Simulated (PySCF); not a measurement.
Compound: C3H11AsOSi.
Cartesian coordinates in Å at the PBE0-D3(BJ)/def2-SVP level; atoms count from 1:
```xyz
17
C3H11AsOSi angstrom
C     -0.468    1.581    0.510
C     -0.313    0.222   -0.149
C     -1.633   -0.359   -0.614
O      0.268   -0.685    0.776
Si     1.868   -1.138    0.741
As     3.280    0.735    1.120
H     -0.918    2.308   -0.183
H     -1.114    1.495    1.397
H      0.505    1.978    0.838
H      0.352    0.331   -1.032
H     -2.124    0.306   -1.340
H     -2.305   -0.497    0.247
H     -1.476   -1.339   -1.087
H      2.058   -2.106    1.856
H      2.190   -1.795   -0.567
H      4.518   -0.109    0.824
H      3.171    1.178   -0.337
```

IAO charges (e) from the PBE0/pcSseg-1 density (PySCF), one withheld:

| atom | bonded to | charge |
| --- | --- | --- |
| C1 | C2 H7 H8 H9 | -0.4163 |
| C2 | C1 C3 O4 H10 | +0.1129 |
| C3 | C2 H11 H12 H13 | -0.4145 |
| O4 | C2 Si5 | -0.6413 |
| Si5 | O4 As6 H14 H15 | ? |
| As6 | Si5 H16 H17 | -0.0851 |
| H7 | C1 | +0.1392 |
| H8 | C1 | +0.1443 |
| H9 | C1 | +0.1362 |
| H10 | C2 | +0.1063 |
| H11 | C3 | +0.1377 |
| H12 | C3 | +0.1433 |
| H13 | C3 | +0.1448 |
| H14 | Si5 | -0.1139 |
| H15 | Si5 | -0.1447 |
| H16 | As6 | -0.0150 |
| H17 | As6 | -0.0207 |

Q: What is the charge on Si5?

A: The charges add up to the total charge, 0. The others sum to -0.7868, which leaves +0.7868 e for Si5 (oxygen-bound silicon); the computed value is +0.7870, the difference coming from rounding.

Q: Add each hydrogen's charge to the atom that carries it.

A: C1 +0.0034, C2 +0.2192, C3 +0.0113, Si5 +0.5284, As6 -0.1208. Atoms without hydrogen keep their charges.

Q: Across which bond do the charges differ most?

A: Si5–O4: +0.7870 on Si5 against -0.6413 on O4, a difference of 1.4283 e. The lower charge is on the more electronegative element of the two (Pauling values: O 3.44, Si 1.90).

Q: Take the bonds between elements whose Pauling electronegativities differ by more than 0.25. In how many does the more electronegative atom carry the lower charge?

A: In 11 of 12; it doesn't in C2–H10.

Q: How much positive and how much negative charge does this set hold in all?

A: +1.8517 e on 9 atoms and -1.8515 e on 8.

The IAO scheme counts the electrons in orthogonalised intrinsic atomic orbitals, a minimal basis polarised so that it spans the occupied orbitals exactly. Geometry: PBE0-D3(BJ)/def2-SVP, one conformer, isolated molecule. The calculation is non-relativistic, for arsenic too.
